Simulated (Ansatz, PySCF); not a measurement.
Pulling on the C2–H6 bond in CH6Ge (SMILES [CH3][GeH3]) (multiplicity 1 held, fragments rigid). Energies count from the point at 1.090 Å.
Geometry at that point (charge 0, multiplicity 1):
```xyz
8

Ge    -0.38835     0.04641    -0.00853
C      1.56306    -0.18679     0.03432
H     -1.01361    -0.86596    -1.08095
H     -0.74620     1.50810    -0.33843
H     -1.00100    -0.31222     1.35876
H      1.81333    -1.22118     0.26780
H      2.00263     0.45946     0.79344
H      1.99370     0.06746    -0.93368
```

Restricted levels (R-, RO-) in cc, def2 and unpolarised 6-31G sets keep to the state of the molecule at rest. Unrestricted levels (U-) break spin symmetry where that is lower. Active spaces are followed from a long bond inwards. Levels need not reach the same state.

Frozen-core correlation. Filled d and f shells under p-block atoms count as core. Rows in LANL2DZ carry no dispersion term and start afresh at each structure. LANL2DZ brings its own core potentials from Na on.

The values were computed with Ansatz (Gaussian basis) for Hartree–Fock, density functionals and correlated methods; PySCF for LANL2DZ rows. Each number belongs to the level named beside it.

```json
[
 {"level": "R-HF/cc-pVTZ", "energy at R = 3.487 Å (kJ/mol)": "772.9"},
 {"level": "R-r2SCAN/cc-pVTZ", "energy at R = 3.487 Å (kJ/mol)": "619.1"},
 {"level": "U-B3LYP/LANL2DZ", "energy at R = 3.487 Å (kJ/mol)": "485.9"},
 {"level": "U-B3LYP/cc-pVTZ", "energy at R = 3.487 Å (kJ/mol)": "479.0"},
 {"level": "U-wB97X-V/cc-pVTZ", "energy at R = 3.487 Å (kJ/mol)": "487.6"},
 {"level": "R-MP2/cc-pVTZ", "energy at R = 3.487 Å (kJ/mol)": "(withheld)"},
 {"level": "R-SCS-MP2/cc-pVTZ", "energy at R = 3.487 Å (kJ/mol)": "611.1"},
 {"level": "U-SCS-MP2/cc-pVTZ", "energy at R = 3.487 Å (kJ/mol)": "488.0"},
 {"level": "FIC-MRCISD+Q on CASSCF(2,2)/cc-pVTZ", "energy at R = 3.487 Å (kJ/mol)": "477.9"}
]
```

Problem. Fill in the missing entries.

Solution. 
- R-MP2/cc-pVTZ, energy at R = 3.487 Å (kJ/mol): 639.9

Doubts at one or more of the structures used: a restricted determinant that unrestricted orbitals would lower (R-HF/cc-pVTZ, R-r2SCAN/cc-pVTZ, R-MP2/cc-pVTZ, R-SCS-MP2/cc-pVTZ); a spin-contaminated determinant (U-B3LYP/LANL2DZ, U-B3LYP/cc-pVTZ, U-wB97X-V/cc-pVTZ, U-SCS-MP2/cc-pVTZ).

Ansatz is a program for electronic structure.
